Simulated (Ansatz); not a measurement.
A nudged elastic band was laid between two geometries of C2H9AsSi (13 atoms, charge 0, multiplicity 1).

All numbers below come from Ansatz, RKS BLYP-D4/def2-SVP.

- movable images: 7
- climbing image: yes
- spring: 5.0 eV/Å²
- optimiser: quadratic models (default)
- start path: through a guess of the saddle point
- force threshold: 0.05 eV/Å
- iteration limit: 60
- end points: relaxed

Image 0:

```xyz
13
Properties=species:S:1:pos:R:3
C -1.346 0.417 1.381
Si -0.525 -0.928 0.324
C 1.159 -0.343 -0.338
As 1.065 1.419 -1.336
H -0.703 0.689 2.244
H -1.525 1.337 0.789
H -2.322 0.071 1.779
H -1.412 -1.274 -0.840
H -0.328 -2.173 1.145
H 1.853 -0.180 0.513
H 1.603 -1.123 -0.987
H 2.337 1.175 -2.185
H 0.163 0.879 -2.473
```

Image 8:

```xyz
13
Properties=species:S:1:pos:R:3
C -1.165 0.550 1.191
Si -0.460 -0.942 0.256
C 1.280 -0.595 -0.420
As 1.471 0.957 -1.709
H -0.492 0.850 2.021
H -1.292 1.422 0.520
H -2.155 0.305 1.628
H -1.358 -1.297 -0.897
H -0.408 -2.128 1.184
H 1.993 -0.396 0.408
H 1.666 -1.486 -0.958
H 0.818 2.004 -0.776
H 0.122 0.721 -2.432
```

Problem. What changes between the two ends?

Solution. No bond is made or broken. The height of As4 over the plane of its neighbours goes from 0.90 to -0.90 Å.

Problem. Give the energies along the band, and the barrier.

Solution. The forces met the threshold. The highest image is number 3 of 0 to 8, 182.1 kJ/mol above the first end and 185.4 kJ/mol above the last; the last end lies 3.4 kJ/mol below the first. Neighbouring images differ by up to 1.5 eV, so the band resolves the path poorly. A vibrational analysis at the climbing image gives one clearly imaginary mode, 988i cm⁻¹: a first-order saddle point.

```tsv
image	path coordinate (Å)	energy (kJ/mol)	height of As4 over the plane of its neighbours (Å)
0	0.00	0.0	0.90
1	0.57	2.4	0.87
2	1.14	46.6	0.61
3	1.72	182.1	-0.01
4	2.30	36.5	-0.65
5	2.89	3.3	-0.88
6	3.47	0.7	-0.89
7	4.06	-2.1	-0.90
8	4.65	-3.4	-0.90
```

Problem. What is the geometry of the highest image?

Solution. 
```xyz
13
Properties=species:S:1:pos:R:3:forces:R:3
C -1.235 0.441 1.386 0.03 -0.01 0.00
Si -0.558 -0.960 0.311 0.00 0.03 -0.02
C 1.188 -0.530 -0.341 -0.02 -0.01 0.02
As 1.086 0.891 -1.698 -0.01 0.02 -0.01
H -0.607 0.578 2.291 -0.01 0.00 0.00
H -1.228 1.390 0.813 0.00 0.00 0.00
H -2.272 0.231 1.716 0.00 0.00 0.00
H -1.455 -1.213 -0.868 0.00 0.00 0.00
H -0.461 -2.240 1.097 0.01 0.00 0.00
H 1.777 -0.104 0.496 0.01 0.00 0.00
H 1.727 -1.415 -0.732 0.00 0.00 0.00
H 2.122 1.961 -1.810 -0.01 -0.02 0.01
H -0.064 0.935 -2.646 0.01 -0.01 0.00
```

The band took 14 iterations and about 9 core-minutes.

The run took 4.7 min on 2 threads of Arm Neoverse V1, with other jobs on the host, peak memory 0.17 GiB.
